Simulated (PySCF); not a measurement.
# Exercise with solution: dipole moment from atomic charges

GeH2O2, SMILES [OH][Ge][OH] (connectivity only; charge and spin as stated), neutral, multiplicity 1. Atoms are numbered in the order given.

```xyz
5

Ge     0.0000     0.0000     0.4311
O      0.0000     1.3152    -0.8137
H      0.0000     2.1900    -0.3875
O      0.0000    -1.3152    -0.8137
H      0.0000    -2.1900    -0.3875
```

Geometry optimised at PBE-D3(BJ)/def2-TZVP. One conformer was computed; it need not be the lowest.

Charges (e) from ωB97X/def2-TZVPD (PySCF):

```csv
atom,ESP fit,IAO
Ge1,0.264,0.799
O2,-0.481,-0.750
H3,0.349,0.351
O4,-0.481,-0.750
H5,0.349,0.351
```

The dipole moment of the full density is 2.83 D.

What dipole moment does each set of point charges give, and which comes closer to that of the density?


μ = Σ q r, and 1 e Å = 4.8032 D.
ESP fit: Σ q r = (0.000, 0.000, 0.626) e Å, |μ| = 3.01 D.
IAO: Σ q r = (0.000, 0.000, 1.293) e Å, |μ| = 6.21 D.
ESP fit comes closer in size. Point charges leave out the atoms' own dipoles (lone pairs, polarised bonds); fits to the potential absorb them, partitions of the density don't.
